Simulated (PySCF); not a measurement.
**Sn: electron affinity**

Sn⁻ [Kr] 4d10 5s2 5p3 (4S) → Sn [Kr] 4d10 5s2 5p2 (3P), as a difference of total energies. Computed with PySCF 2.14 in aug-cc-pVQZ-DK3, with scalar relativity by spin-free X2C-1e. Correlated levels: valence: [Kr] 4d10 frozen. The calculations carry no spin-orbit coupling.

**Question.** Order these methods by the electron affinity they give, lowest first.
A. CCSD(T) (valence)
B. SCS-MP2 (valence)
C. UHF
D. CCSD (valence)

**Answer.** C (0.959 eV), B (1.240 eV), D (1.361 eV), A (1.408 eV).

A first-order spin-orbit estimate (lowest level to lowest level, LS coupling) adds -0.252 eV.

Errors of the correlated levels include the incompleteness of this basis and the frozen core.

For comparison: 1.112 eV (measured; photodetachment measurements, as compiled on the Wikipedia data page of electron affinities).
